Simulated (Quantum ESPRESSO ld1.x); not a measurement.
Question: All-electron atom: Gd3+ in [Xe] 4f6 5d1 (not the ground configuration). Calculated with ld1.x of Quantum ESPRESSO 7.5: Dirac Kohn-Sham, LDA (Slater exchange, VWN5 correlation), spin-unpolarised, spherical densities, point nucleus; open shells are shared between the two j in proportion to 2j + 1. Some entries of the table are withheld. Estimate them.

orbital     occ.  eigenvalue (eV)  <r> (bohr)  r(max) (bohr)
1s1/2          2         -50037.9     0.02192          0.014
2s1/2          2         -8287.19     0.09281          0.079
2p1/2          2         -7873.30     0.07749          0.060
2p3/2          4         -7178.31     0.08433          0.065
3s1/2          2         -1863.91      0.2443          0.224
3p1/2          2         -1684.24      0.2338            (1)
3p3/2          4         -1541.77      0.2469            (2)
3d3/2          4         -1230.49         (3)          0.178
3d5/2          6         -1199.43         (4)          0.182
4s1/2          2         -401.901      0.5521          0.515
4p1/2          2         -331.916      0.5636          0.519
4p3/2          4         -299.841      0.5931          0.545
4d3/2          4              (5)      0.6269            (6)
4d5/2          6              (7)      0.6371            (8)
5s1/2          2         -78.8323       1.301           1.18
5p1/2          2         -58.7093       1.438           1.27
5p3/2          4         -53.8281       1.520           1.35
4f5/2    2.57143         -41.5855      0.8027          0.558
4f7/2    3.42857         -40.7639      0.8115          0.563
5d3/2        0.4         -27.0642       2.049            (9)
5d5/2        0.6         -26.5587       2.084           (10)
6s1/2          0         -23.6576       3.017           2.79
6p1/2          0         -18.6113       3.451           (11)
6p3/2          0         -17.7185       3.600           (12)

Answer: 
(1) 3p1/2 r(max) (bohr): 0.212
(2) 3p3/2 r(max) (bohr): 0.224
(3) 3d3/2 <r> (bohr): 0.2189
(4) 3d5/2 <r> (bohr): 0.2229
(5) 4d3/2 eigenvalue (eV): -184.251
(6) 4d3/2 r(max) (bohr): 0.554
(7) 4d5/2 eigenvalue (eV): -178.420
(8) 4d5/2 r(max) (bohr): 0.563
(9) 5d3/2 r(max) (bohr): 1.72
(10) 5d5/2 r(max) (bohr): 1.75
(11) 6p1/2 r(max) (bohr): 3.19
(12) 6p3/2 r(max) (bohr): 3.35
